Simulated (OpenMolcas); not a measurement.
## Multiplet structure of In

```
Program             : OpenMolcas
Method              : CASSCF
Basis               : ANO-RCC-VQZP [8s7p5d3f2g]
Scalar Hamiltonian  : DKH2, point nucleus
Active space        : 1 electron in 3 orbitals (5p)
State averaging     : 2S+1 = 2 odd, 3 roots
Spin-orbit coupling : RASSI with atomic mean-field integrals over the reference wave functions, term energies averaged over their components
```

With spin-orbit coupling, above the lowest level:

```csv
Configuration,Term,J,E (cm-1),Measured (cm-1),g,Term weight %
5s2 5p,2P*,1/2,0.0,0.0,0.666,100
5s2 5p,2P*,3/2,1884,2213,1.334,100
```

Against the measured value (NIST Handbook of Basic Atomic Spectroscopic Data): 5s2 5p 2P* 3/2: computed 1884, measured 2213 cm-1 (-14.9 %).

Spin-orbit coupling puts the lowest level 1256 cm-1 below the lowest spin-free term.

With one active electron the reference holds no correlation, so core polarisation is missing. Measured partners are found by configuration, term and J. A level has none where our copy of the source lacks it or the pairing is in doubt (some pairs that miss far off the trend of their configuration count as doubtful), and it then counts in no deviation. Levels of configurations outside the active space are missing.

The term weight is that of the spin-free term in the level, not the purity of its configuration. * marks odd parity.
